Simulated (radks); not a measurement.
The numbers below are computed, except where a source is named.
Species: Cs I. Configuration: [Xe] 6s1.

Level of theory: Dirac Kohn-Sham, exchange-only PBE, spin-unpolarised, spherical densities, finite nucleus; Fermi nuclear charge, rms radius 4.8041 fm (a radial shooting solver on a logarithmic mesh with Libxc functionals).

Energy parts (eV):
part                  energy
total             -211895.92
kinetic            225712.35
electron-nucleus  -515393.45
Hartree             82946.61
exchange            -5161.42

Orbitals (lengths in bohr, moments of r in powers of bohr; r(max) is where P^2 peaks; r(90%) holds 90 % of the orbital's charge):
| orbital | occ. | eigenvalue (eV) | r(max) | <r^2> | r(90%) |
|---|---|---|---|---|---|
| 1s1/2 | 2 | -35768.76 | 0.01678 | 0.0009251 | 0.0470 |
| 2s1/2 | 2 | -5607.714 | 0.09503 | 0.01477 | 0.173 |
| 2p1/2 | 2 | -5275.800 | 0.07270 | 0.01089 | 0.154 |
| 2p3/2 | 4 | -4923.487 | 0.07767 | 0.01216 | 0.162 |
| 3s1/2 | 2 | -1164.663 | 0.2727 | 0.1021 | 0.439 |
| 3p1/2 | 2 | -1025.983 | 0.2592 | 0.09689 | 0.434 |
| 3p3/2 | 4 | -958.4780 | 0.2702 | 0.1047 | 0.451 |
| 3d3/2 | 4 | -714.7234 | 0.2186 | 0.08711 | 0.426 |
| 3d5/2 | 6 | -700.3896 | 0.2217 | 0.08937 | 0.431 |
| 4s1/2 | 2 | -218.7377 | 0.6429 | 0.5452 | 1.00 |
| 4p1/2 | 2 | -168.9812 | 0.6567 | 0.5915 | 1.05 |
| 4p3/2 | 4 | -155.2011 | 0.6809 | 0.6375 | 1.09 |
| 4d3/2 | 4 | -74.3167 | 0.7163 | 0.8050 | 1.26 |
| 4d5/2 | 6 | -72.0321 | 0.7245 | 0.8253 | 1.27 |
| 5s1/2 | 2 | -25.6712 | 1.544 | 3.435 | 2.53 |
| 5p1/2 | 2 | -13.6507 | 1.730 | 4.738 | 3.02 |
| 5p3/2 | 4 | -12.0334 | 1.807 | 5.237 | 3.18 |
| 6s1/2 | 1 | -1.7150 | 4.769 | 40.20 | 8.96 |

The highest occupied level is 6s1/2 at -1.715 eV. The density falls to 0.001 e/bohr^3 at r = 4.72 bohr. For comparison, the ionisation energy in NIST's Atomic Spectra Database is 3.894 eV (measured). In exact Kohn-Sham theory the highest level is minus the ionisation energy, but local and semilocal functionals leave it too shallow, through self-interaction and a potential that decays too fast; potentials with the right tail come closer. The electron density at the nucleus is 2.962e+05 e/bohr^3. Summed over all electrons, <r^2> = 92.29 bohr^2, which gives a Langevin (diamagnetic) susceptibility term of -73.1 x 10^-6 cm^3/mol.

Beside tabulated values, note that spin-unpolarised runs miss the spin-polarisation part of the exchange energy of open shells.
